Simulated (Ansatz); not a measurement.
Cartesian coordinates in Å:
```
C 1.737 -0.303 -0.376
N 0.323 -0.080 -0.516
C 0.037 0.918 -1.511
Cd -0.926 -0.408 1.008
N -2.102 -0.947 2.538
H 2.298 0.596 -0.062
H 2.174 -0.625 -1.335
H 1.946 -1.091 0.352
H 0.469 1.908 -1.282
H -1.041 1.053 -1.641
H 0.445 0.617 -2.490
H -2.449 -0.157 3.068
H -2.912 -1.481 2.247
```

Charge 0, multiplicity 1. Cd takes the def2 core potential.

Task: List the r2SCAN/def2-TZVPP orbital energies in eV (Ansatz 0.2.0). (An estimate is asked.)

Result: Ansatz gave: Occupied: -384.62, -384.46, -273.28, -273.28, -111.82, -71.38, -71.36, -71.25, -22.86, -21.12, -17.97, -15.55, -13.37, -13.11, -12.96, -12.86, -12.86, -11.24, -11.16, -10.82, -10.75, -9.36, -8.88, -8.42, -7.42, -5.78, -4.53. Lowest empty: -1.12, -0.27, -0.16, 1.39, 2.04, 2.96, 3.07, 3.43.
